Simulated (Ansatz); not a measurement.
Start from `NC(O)[SiH2]S` and change one atom or group to get `B[SiH2]C(N)O`.

Ansatz, PBE0-D4/def2-TZVP geometries, multiplicity 1. Each molecule was computed in one conformer, which needn't be the lowest.

| property | `NC(O)[SiH2]S` |
| --- | --- |
| HOMO energy (PBE/def2-TZVPP) / eV | -5.66 |
| size of the dipole moment (PBE/def2-TZVPP) / D | 1.87 |
| LUMO energy (B3LYP/def2-TZVPP) / eV | 0.06 |
| size of the dipole moment (B3LYP/def2-TZVPP) / D | 1.88 |
| HOMO energy (B3LYP/def2-TZVPP) / eV | -6.81 |
| LUMO energy (ωB97M-V/def2-TZVPP) / eV | 1.95 |

Give the same properties after the change, and the shifts. (Best estimate.)

Computed: 
```json
{"property": "HOMO energy (PBE/def2-TZVPP) / eV", "`B[SiH2]C(N)O`": "-5.44", "shift": "0.22"}
{"property": "size of the dipole moment (PBE/def2-TZVPP) / D", "`B[SiH2]C(N)O`": "2.23", "shift": "0.36"}
{"property": "LUMO energy (B3LYP/def2-TZVPP) / eV", "`B[SiH2]C(N)O`": "-2.69", "shift": "-2.75"}
{"property": "size of the dipole moment (B3LYP/def2-TZVPP) / D", "`B[SiH2]C(N)O`": "2.40", "shift": "0.52"}
{"property": "HOMO energy (B3LYP/def2-TZVPP) / eV", "`B[SiH2]C(N)O`": "-6.65", "shift": "0.16"}
{"property": "LUMO energy (ωB97M-V/def2-TZVPP) / eV", "`B[SiH2]C(N)O`": "-0.53", "shift": "-2.48"}
```

With PBE0 the HOMO rises by 0.15 eV and the LUMO falls by 2.80 eV, so the gap narrows by about 2.95 eV. PBE moves the HOMO by 0.22 eV and ωB97M-V by 0.06 eV. Dipoles are sizes alone; their direction can turn.

Positive LUMOs are unbound, so they and the gaps depend on the basis.

B3LYP here is the variant with VWN-RPA as its local correlation; programs differ in this.
